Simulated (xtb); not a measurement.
xtb input (GFN2-xTB):

```bash
xtb mol.xyz --gfn 2 --sp --chrg 0 --uhf 0
```
mol.xyz:
```
12

N     -0.84752126     1.38383139    -0.56316802
Si    -0.00111640     0.00443984    -0.01389693
N     -1.19672257    -1.18325293     0.27320153
N      0.91959424    -0.01285637     1.44334120
O      1.10504587    -0.19367876    -1.22963913
H     -1.61422646     1.77852336    -0.04583409
H     -0.39944362     2.05702449    -1.16188106
H     -0.97872700    -2.04037028     0.75405548
H     -1.96722473    -1.29212511    -0.36554572
H      1.76720827     0.52983391     1.50298398
H      0.44190831    -0.02498262     2.33113185
H      1.79831490    -0.83468599    -1.05686355
```

Output:

```
           -------------------------------------------------
          |                Calculation Setup                |
           -------------------------------------------------

           -------------------------------------------------
          |                 G F N 2 - x T B                 |
           -------------------------------------------------

        Reference                      10.1021/acs.jctc.8b01176
      * Hamiltonian:
        H0-scaling (s, p, d)           1.850000    2.230000    2.230000
        zeta-weighting                 0.500000
      * Dispersion:
        s8                             2.700000
        a1                             0.520000
        a2                             5.000000
        s9                             5.000000
      * Repulsion:
        kExp                           1.500000    1.000000
        rExp                           1.000000
      * Coulomb:
        alpha                          2.000000
        third order                    shell-resolved
        anisotropic                    true
        a3                             3.000000
        a5                             4.000000
        cn-shift                       1.200000
        cn-exp                         4.000000
        max-rad                        5.000000

          ...................................................
          :                      SETUP                      :
          :.................................................:
          :  # basis functions                  33          :
          :  # atomic orbitals                  32          :
          :  # shells                           18          :
          :  # electrons                        32          :
          :  max. iterations                   250          :
          :  Hamiltonian                  GFN2-xTB          :
          :  restarted?                      false          :
          :  GBSA solvation                  false          :
          :  PC potential                    false          :
          :  electronic temp.          300.0000000     K    :
          :  accuracy                    1.0000000          :
          :  -> integral cutoff          0.2500000E+02      :
          :  -> integral neglect         0.1000000E-07      :
          :  -> SCF convergence          0.1000000E-05 Eh   :
          :  -> wf. convergence          0.1000000E-03 e    :
          :  Broyden damping             0.4000000          :
          :  net charge                          0          :
          :  unpaired electrons                  0          :
          ...................................................

 iter      E             dE          RMSdq      gap      omega  full diag
   1    -18.3852032 -0.183852E+02  0.491E+00    7.61       0.0  T
   2    -18.4012165 -0.160132E-01  0.254E+00    8.13       1.0  T
   3    -18.4006829  0.533581E-03  0.968E-01    7.68       1.0  T
   4    -18.4041940 -0.351114E-02  0.430E-01    8.05       1.0  T
   5    -18.4057083 -0.151427E-02  0.144E-01    7.86       1.0  T
   6    -18.4057846 -0.763055E-04  0.366E-02    7.90       1.0  T
   7    -18.4057851 -0.475007E-06  0.146E-02    7.90       2.0  T
   8    -18.4057851 -0.336324E-07  0.320E-03    7.90       9.0  T
   9    -18.4057851  0.264923E-08  0.149E-03    7.90      19.4  T
  10    -18.4057851 -0.489134E-08  0.480E-04    7.90      60.1  T
  11    -18.4057851 -0.138108E-09  0.149E-04    7.90     193.5  T

   *** convergence criteria satisfied after 11 iterations ***

         #    Occupation            Energy/Eh            Energy/eV
      -------------------------------------------------------------
         1        2.0000           -0.7399334             -20.1346
       ...           ...                  ...                  ...
        10        2.0000           -0.4547968             -12.3757
        11        2.0000           -0.4507541             -12.2656
        12        2.0000           -0.4401125             -11.9761
        13        2.0000           -0.4212265             -11.4622
        14        2.0000           -0.3803033             -10.3486
        15        2.0000           -0.3626113              -9.8672
        16        2.0000           -0.3547358              -9.6529 (HOMO)
        17                         -0.0643933              -1.7522 (LUMO)
        18                         -0.0571113              -1.5541
        19                         -0.0507485              -1.3809
        20                          0.0076920               0.2093
        21                          0.1007074               2.7404
       ...                                ...                  ...
        32                          0.7757783              21.1100
      -------------------------------------------------------------
                  HL-Gap            0.2903425 Eh            7.9006 eV
             Fermi-level           -0.2095645 Eh           -5.7025 eV

 SCC (total)                   0 d,  0 h,  0 min,  0.007 sec
 SCC setup                      ...        0 min,  0.000 sec (  1.594%)
 Dispersion                     ...        0 min,  0.000 sec (  0.936%)
 classical contributions        ...        0 min,  0.000 sec (  0.360%)
 integral evaluation            ...        0 min,  0.001 sec ( 17.391%)
 iterations                     ...        0 min,  0.003 sec ( 45.545%)
 molecular gradient             ...        0 min,  0.002 sec ( 31.722%)
 printout                       ...        0 min,  0.000 sec (  2.235%)

         :::::::::::::::::::::::::::::::::::::::::::::::::::::
         ::                     SUMMARY                     ::
         :::::::::::::::::::::::::::::::::::::::::::::::::::::
         :: total energy             -18.210995092700 Eh    ::
         :: gradient norm              0.023720298001 Eh/a0 ::
         :: HOMO-LUMO gap              7.900622888963 eV    ::
         ::.................................................::
         :: SCC energy               -18.405769856518 Eh    ::
         :: -> isotropic ES            0.081289146404 Eh    ::
         :: -> anisotropic ES          0.006368304606 Eh    ::
         :: -> anisotropic XC          0.005250787582 Eh    ::
         :: -> dispersion             -0.006805378763 Eh    ::
         :: repulsion energy           0.194774763818 Eh    ::
         :: add. restraining           0.000000000000 Eh    ::
         :: total charge              -0.000000000000 e     ::
         :::::::::::::::::::::::::::::::::::::::::::::::::::::

           -------------------------------------------------
          |                Property Printout                |
           -------------------------------------------------

    * Orbital Energies and Occupations

         #    Occupation            Energy/Eh            Energy/eV
      -------------------------------------------------------------
         1        2.0000           -0.7399334             -20.1346
       ...           ...                  ...                  ...
         4        2.0000           -0.5654222             -15.3859
         5        2.0000           -0.5498624             -14.9625
         6        2.0000           -0.5219972             -14.2043
         7        2.0000           -0.4974732             -13.5369
         8        2.0000           -0.4946224             -13.4594
         9        2.0000           -0.4853118             -13.2060
        10        2.0000           -0.4547968             -12.3757
        11        2.0000           -0.4507541             -12.2656
        12        2.0000           -0.4401125             -11.9761
        13        2.0000           -0.4212265             -11.4622
        14        2.0000           -0.3803033             -10.3486
        15        2.0000           -0.3626113              -9.8672
        16        2.0000           -0.3547358              -9.6529 (HOMO)
        17                         -0.0643933              -1.7522 (LUMO)
        18                         -0.0571113              -1.5541
        19                         -0.0507485              -1.3809
        20                          0.0076920               0.2093
        21                          0.1007074               2.7404
        22                          0.1062590               2.8915
        23                          0.1413883               3.8474
        24                          0.1474671               4.0128
        25                          0.1921170               5.2278
        26                          0.2476436               6.7387
        27                          0.2616372               7.1195
       ...                                ...                  ...
        32                          0.7757783              21.1100
      -------------------------------------------------------------
                  HL-Gap            0.2903425 Eh            7.9006 eV
             Fermi-level           -0.2095645 Eh           -5.7025 eV

     #   Z          covCN         q      C6AA      α(0)
     1   7 N        2.541    -0.403    30.499     8.202
     2  14 Si       3.238     0.576   129.288    23.599
     3   7 N        2.541    -0.415    30.836     8.247
     4   7 N        2.541    -0.424    31.073     8.279
     5   8 O        1.574    -0.501    22.962     6.466
     6   1 H        0.861     0.144     1.440     1.880
     7   1 H        0.861     0.155     1.370     1.833
     8   1 H        0.861     0.146     1.431     1.874
     9   1 H        0.861     0.148     1.416     1.864
    10   1 H        0.861     0.142     1.455     1.890
    11   1 H        0.861     0.142     1.454     1.889
    12   1 H        0.811     0.290     0.750     1.360

 Mol. C6AA /au·bohr⁶  :       1628.352335
 Mol. C8AA /au·bohr⁸  :      48666.466089
 Mol. α(0) /au        :         67.380598

Wiberg/Mayer (AO) data.
largest (>0.10) Wiberg bond orders for each atom

 ---------------------------------------------------------------------------
     #   Z sym  total        # sym  WBO       # sym  WBO       # sym  WBO
 ---------------------------------------------------------------------------
     1   7 N    3.186 --     2 Si   1.089     6 H    0.976     7 H    0.971
     2  14 Si   4.291 --     1 N    1.089     3 N    1.072     5 O    1.068
                             4 N    1.049
     3   7 N    3.168 --     2 Si   1.072     8 H    0.974     9 H    0.974
     4   7 N    3.155 --     2 Si   1.049    11 H    0.976    10 H    0.974
     5   8 O    2.114 --     2 Si   1.068    12 H    0.903
     6   1 H    0.979 --     1 N    0.976
     7   1 H    0.976 --     1 N    0.971
     8   1 H    0.979 --     3 N    0.974
     9   1 H    0.978 --     3 N    0.974
    10   1 H    0.980 --     4 N    0.974
    11   1 H    0.980 --     4 N    0.976
    12   1 H    0.916 --     5 O    0.903
 ---------------------------------------------------------------------------

Topologies differ in total number of bonds
Writing topology from bond orders to xtbtopo.mol

molecular dipole:
                 x           y           z       tot (Debye)
 q only:        0.007      -0.086       0.413
   full:        0.100      -0.037       0.565       1.461
molecular quadrupole (traceless):
                xx          xy          yy          xz          yz          zz
 q only:        1.019      -0.975       1.903       0.618       0.871      -2.922
  q+dip:        0.777      -0.520       3.267       1.172       1.408      -4.043
   full:        0.946      -0.583       3.325       0.924       1.604      -4.272

           -------------------------------------------------
          | TOTAL ENERGY              -18.210995092700 Eh   |
          | GRADIENT NORM               0.023720298001 Eh/α |
          | HOMO-LUMO GAP               7.900622888963 eV   |
           -------------------------------------------------
Note: The following floating-point exceptions are signalling: IEEE_UNDERFLOW_FLAG IEEE_DENORMAL
normal termination of xtb

------------------------------------------------------------------------
------------------------------------------------------------------------
 total:
 SCF:
```
